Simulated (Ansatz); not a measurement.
The cluster Cu2S⁺, relaxed as a doublet with UKS PBE0-D4/def2-TZVP in Ansatz, starting from the GFN2-xTB geometry. Force threshold 0.02 eV/Å.

The relaxation made no stability test and no search for a lower SCF solution. No other spin state of charge 1 was run. The structure comes from a short search, and lower isomers may exist.

Start:

```xyz
3

Cu    0.7108    1.6505    0.8952
Cu   -1.1765   -1.5477   -0.5020
S     0.4657   -0.1028   -0.3932
```

**Question.** Estimate the energy that the relaxation releases and the steps that it takes.

**Answer.** 14.9 kJ/mol, in 4 steps; 10 s on 4 threads of Arm Neoverse V1 on a shared host. No frequencies were taken in this run, so the end may be a saddle point.

**Question.** Does the start keep its bonding and symmetry?

**Answer.** By distances, no bond broke or formed. The bond that changes most is Cu2–S3, from 2.19 to 2.13 Å (atoms count from 1). The end is the same structure that another start reached, the lowest one found. Point group C2v at the start, C2v at the end, both within 0.05 Å.

**Question.** Predict the relaxed structure.

**Answer.** 
```xyz
3

Cu    0.4303    1.3898    0.8651
Cu   -1.1199   -1.2373   -0.2827
S     0.6896   -0.1524   -0.5824
```
Bond lengths (bridged metal pairs left out): 2 × Cu–S 2.13 Å.
